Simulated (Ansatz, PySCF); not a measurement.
This Ansatz (a first-principles code) input computes a PBE0/def2-TZVPD energy:

Ansatz 0.2 input:
```yaml
crystal:
  periodic: [false, false, false]
  atoms:
    - {symbol: Bi, position_ang: [0.00044982, -0.00166659, 0.25383416]}
    - {symbol: F, position_ang: [-1.37167859, -1.02994141, -0.78467261]}
    - {symbol: F, position_ang: [-0.21263127, 1.70933239, -0.76874137]}
    - {symbol: F, position_ang: [1.58016150, -0.66402128, -0.78750108]}
basis:
  gaussian:
    orbitals: def2-TZVPD
hamiltonian:
  xc: {name: PBE0}
output: {forces: true}
```

**Question.** Write an input for the same energy in PySCF and say what it gives.

**Answer.** 
```python
from pyscf import gto, scf, dft

mol = gto.M(
    atom='''
    Bi    0.00044982   -0.00166659    0.25383416
    F    -1.37167859   -1.02994141   -0.78467261
    F    -0.21263127    1.70933239   -0.76874137
    F     1.58016150   -0.66402128   -0.78750108
    ''',
    basis='def2-tzvpd',
    ecp='def2-tzvp',
    charge=0,
    spin=0,
    verbose=4,
)

mf = dft.RKS(mol, xc='pbe0').density_fit(auxbasis='def2-universal-jkfit')
mf.grids.level = 3
mf.conv_tol = 1e-9
mf.max_cycle = 100
mf.max_memory = 1500
mf.kernel()
if not mf.converged:
    mf = mf.newton()
    mf.kernel(mf.make_rdm1())
mf.analyze()
```
It gives -514.11362 Eh, and Ansatz -514.11360 Eh, a difference of 0.02 mEh, from the treatment of integrals and grids.
